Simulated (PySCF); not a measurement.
## Telling isomers of C7H9NO apart by NMR

- geometry: GFN2-xTB
- shielding tensors at PBE0/pcSseg-1 (GIAO)
- run in PySCF
- a single conformation, isolated molecule, non-relativistic Hamiltonian, one averaged value for each set of equivalent atoms

References, each an isolated molecule treated in the same way: 1H (σref 31.72), 13C (σref 186.93) vs TMS. Where no couplings were computed, multiplicities follow the n + 1 count of equivalent neighbours, and m marks all less simple cases (inequivalent or close neighbours, rings, F or P nearby). Shifts are as computed. Against solution values, carbons near 30 ppm lie about +3 ppm off and those near 130 ppm about +5 ppm. Of 1211 compounds with measured shifts, 218 miss one by over three times the rms of a fit or turn the order of signals round; such compounds aren't used in these exercises.

(1) Tabulate the signals of `C#CC(=O)N(C)C1CC1`, `COCc1ccccn1` and their relative energies.

(2) What is the quickest way to tell C#CC(=O)N(C)C1CC1 from COCc1ccccn1?

Answers

(1) 
```tsv
SMILES	carbon types	δC	δH	E rel. (kcal/mol)
C#CC(=O)N(C)C1CC1	2×C 2×CH 2×CH2 1×CH3	158.0, 89.2, 82.3, 32.5, 32.0, 12.7	3.07 (s, 3H), 2.70 (m, 1H), 2.66 (s, 1H), 0.87 (m, 2H), 0.86 (m, 2H)	49.7
COCc1ccccn1	1×C 4×CH 1×CH2 1×CH3	166.8, 155.0, 142.3, 127.1, 126.9, 81.0, 58.7	8.87 (d, 1H), 8.00 (m, 1H), 7.82 (d, 1H), 7.31 (m, 1H), 4.90 (s, 2H), 3.31 (s, 3H)	0.0
```

Energies are electronic energies at PBE0/pcSseg-1 on these geometries, without zero-point or thermal terms, each for the one conformer computed, which needn't be the lowest.

(2) Count the carbon signals: 6 against 7. The first has an alkyne carbon (C) at 82.3 ppm, the second an aromatic CH next to a ring nitrogen at 155.0 ppm. Their most deshielded carbons lie at 158.0 and 166.8 ppm. In the proton spectra the most deshielded non-exchanging signals are 3.07 (s, 3H) and 8.87 (d, 1H).
